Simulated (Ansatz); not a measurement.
The same hydrogenolysis along the group O, S, Se.

Gas-phase electronic energies from Ansatz, PBE0-D4/def2-TZVP geometries. CBS: MP2 limit from def2 TZ/QZ plus the TZ coupled-cluster correction, frozen cores. This one scheme is used for every species. DFT in def2-TZVPP. B3LYP here is the variant with VWN-RPA as its local correlation; programs differ in this. def2 core potentials past Kr. For In, Se outer-core shells are correlated without core-valence functions, which leaves a few kJ/mol of doubt a bond. Scalar relativity is left out up to krypton. One conformer a species, not always the lowest.

```
                                        reaction  B2PLYP (eV)  ωB97X-V (eV)  B3LYP-D4 (eV)  PBE-D4 (eV)  CCSD(T)/CBS(def2) (eV)
  `[OH][In]([F])[F]` + H₂ → `[OH][InH][F]` + H–F         0.19          0.19           0.18         0.18                    0.15
  `[F][In]([F])[SH]` + H₂ → `[F][InH][SH]` + H–F         0.25          0.24           0.25         0.23                    0.22
`[F][In]([F])[SeH]` + H₂ → `[F][InH][SeH]` + H–F         0.29          0.28           0.29         0.28                    0.25
```

Largest T1 diagnostic: 0.018, for `[OH][In]([F])[F]`.
